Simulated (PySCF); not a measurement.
**Run times: gold in x2c-SVPall-2c with one added diffuse shell each of s, d type**

Measured wall times of calculations with PySCF 2.14 in x2c-SVPall-2c with one added diffuse shell each of s, d type (8s9p10d2f, 99 functions), with two-component X2C-1e, run from one Python driver. Hardware: 1 thread of Neoverse-V1 on a shared host, 1.3 GiB allowed. The two-electron integrals over 99 functions were computed once and kept in memory (10 CPU seconds with the set-up); the times below exclude them.

Launch command (the driver calls PySCF for each step listed in the task file):

```bash
OMP_NUM_THREADS=1 python sorun2.py TASK.json OUT
```

| species | step | iterations | wall time (s) |
| --- | --- | --- | --- |
| Au [Xe] 4f14 5d10 6s1 | GHF, spin-free | 7 | 4.2 |
| Au [Xe] 4f14 5d10 6s1 | GMP2 (19 electrons), spin-free |  | 1.6 |
| Au [Xe] 4f14 5d10 6s1 | GHF, screened spin-orbit | 8 | 4.6 |
| Au [Xe] 4f14 5d10 6s1 | GMP2 (19 electrons), screened spin-orbit |  | 1.2 |
| Au [Xe] 4f14 5d9 6s2 | GMP2 (19 electrons), spin-free |  | 1.2 |
| Au [Xe] 4f14 5d9 6s2 | GHF, screened spin-orbit | 8 | 4.7 |
| Au [Xe] 4f14 5d9 6s2 | GMP2 (19 electrons), screened spin-orbit |  | 1.2 |

Q: Roughly how long does GHF, spin-free take for Au [Xe] 4f14 5d9 6s2 here?

A: About 4.7 s.

Peak memory of the process: 0.46 GiB. Times on a shared host vary from run to run.
